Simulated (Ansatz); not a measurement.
CH4AlB2Cl (`Cl[B]1B[CH2][AlH]1`), 9 atoms. The species carries charge 0 and has multiplicity 1. All runs use 2 threads of an INTEL XEON PLATINUM 8581C on a shared host. Correlated methods freeze the cores.

Task: Give the basis size and wall time and peak host memory of each of these runs in Ansatz. RKS ωB97M-V/def2-TZVPP energy and forces; RKS PBE0-D4/def2-SVP energy; RHF-CCSD(T)/def2-TZVPP energy; RKS PBE-QIDH (frozen core)/def2-TZVPP energy; direct RPA on PBE orbitals/def2-TZVPP energy; RKS ωB97M-V/def2-SVP energy; RKS PBE0-D4/def2-TZVP frequencies; RKS PBE0-D4/def2-TZVP relaxation (6 steps); RKS r2SCAN-D4/def2-TZVPP energy and forces; RKS PBE0-D4/def2-QZVPP energy; RKS PBE0-D4/def2-TZVPP energy; RKS ωB97M-V/def2-QZVPP energy. (Best estimate.)

Result: Ansatz gave: Other jobs shared the machine, so times are rough.

```json
{"level": "RKS PBE0-D4/def2-SVP", "job": "energy", "functions": "98", "wall time": "1.4 s", "peak host memory (GiB)": "0.2"}
{"level": "RKS PBE0-D4/def2-TZVPP", "job": "energy", "functions": "233", "wall time": "3.8 s", "peak host memory (GiB)": "0.57"}
{"level": "RKS ωB97M-V/def2-SVP", "job": "energy", "functions": "98", "wall time": "4.1 s", "peak host memory (GiB)": "0.31"}
{"level": "RKS r2SCAN-D4/def2-TZVPP", "job": "energy and forces", "functions": "233", "wall time": "5.5 s", "peak host memory (GiB)": "0.34"}
{"level": "direct RPA on PBE orbitals/def2-TZVPP", "job": "energy", "functions": "233", "wall time": "6.5 s", "peak host memory (GiB)": "0.6"}
{"level": "RKS PBE-QIDH (frozen core)/def2-TZVPP", "job": "energy", "functions": "233", "wall time": "10 s", "peak host memory (GiB)": "0.59"}
{"level": "RKS PBE0-D4/def2-QZVPP", "job": "energy", "functions": "431", "wall time": "12 s", "peak host memory (GiB)": "1.4"}
{"level": "RKS ωB97M-V/def2-TZVPP", "job": "energy and forces", "functions": "233", "wall time": "16 s", "peak host memory (GiB)": "0.83"}
{"level": "RKS ωB97M-V/def2-QZVPP", "job": "energy", "functions": "431", "wall time": "25 s", "peak host memory (GiB)": "1.7"}
{"level": "RKS PBE0-D4/def2-TZVP", "job": "relaxation (6 steps)", "functions": "191", "wall time": "29 s", "peak host memory (GiB)": "0.5"}
{"level": "RHF-CCSD(T)/def2-TZVPP", "job": "energy", "functions": "233", "wall time": "96 s", "peak host memory (GiB)": "3.8"}
{"level": "RKS PBE0-D4/def2-TZVP", "job": "frequencies", "functions": "191", "wall time": "2.5 min", "peak host memory (GiB)": "0.5"}
```
